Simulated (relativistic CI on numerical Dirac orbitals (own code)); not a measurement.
Method of calculation: Dirac-Coulomb-Breit CI, KLI orbitals optimised for each configuration, QED by a radiative potential, unscaled Slater integrals (own radial code, finite nucleus).

Configuration list (outside the closed core 1s2): 2s, 2p, 3s, 3p, 3d, 4s, 4p, 4d, 4f, 5s, 5p, 5d, 5f, 5g, 6s, 6p, 6d. Levels of other configurations are missing.

At this charge energies of transitions that change n are usually good to better than 1 %, and those within a shell (Δn = 0) to a few per cent.

Outline of the computed level scheme of Ce LVI. Lowest level of each configuration: 2s 2S_1/2 at 0.00 eV; 2p 2P°_1/2 at 132.82 eV; 3s 2S_1/2 at 6451.67 eV; 3p 2P°_1/2 at 6488.14 eV; 3d 2D_3/2 at 6650.34 eV; 4s 2S_1/2 at 8673.53 eV; 4p 2P°_1/2 at 8688.42 eV; 4d 2D_3/2 at 8756.57 eV; 4f 2F°_5/2 at 8775.99 eV.

Some strong electric-dipole decays among the lowest 15 levels: 3d 2D_5/2 → 2p 2P°_3/2 (6.4e+14 s⁻¹); 3d 2D_3/2 → 2p 2P°_1/2 (5.7e+14 s⁻¹); 3p 2P°_1/2 → 2s 2S_1/2 (2.5e+14 s⁻¹); 4d 2D_5/2 → 2p 2P°_3/2 (2.1e+14 s⁻¹); 3p 2P°_3/2 → 2s 2S_1/2 (2.0e+14 s⁻¹); 4d 2D_3/2 → 2p 2P°_1/2 (1.9e+14 s⁻¹); 4f 2F°_7/2 → 3d 2D_5/2 (1.4e+14 s⁻¹); 4f 2F°_5/2 → 3d 2D_3/2 (1.3e+14 s⁻¹).
